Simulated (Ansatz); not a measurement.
Ansatz (a first-principles code) input:
A basis named .json is the Basis Set Exchange file of that set.

Ansatz 0.2 input:
```yaml
crystal:
  periodic: [false, false, false]
  atoms:
    - {symbol: I, position_ang: [-0.00000000, -0.00000000, -0.03033808]}
    - {symbol: H, position_ang: [0.00000000, 0.00000000, 1.60791815]}
basis:
  gaussian:
    orbitals: def2-TZVPP
    fitting: {mean_field: def2-universal-jkfit, correlation: def2-TZVPP-RIFIT.json}
total_charge: 1
magnetization: {spin_polarized: true, initial_magnetization: 1}
correlation: {method: mp2, electrons: outside_noble_gas}
```

### Question
Predict the final energy.

### Answer
-297.00848 Eh (RI-MP2/def2-TZVPP). The basis has 64 functions.
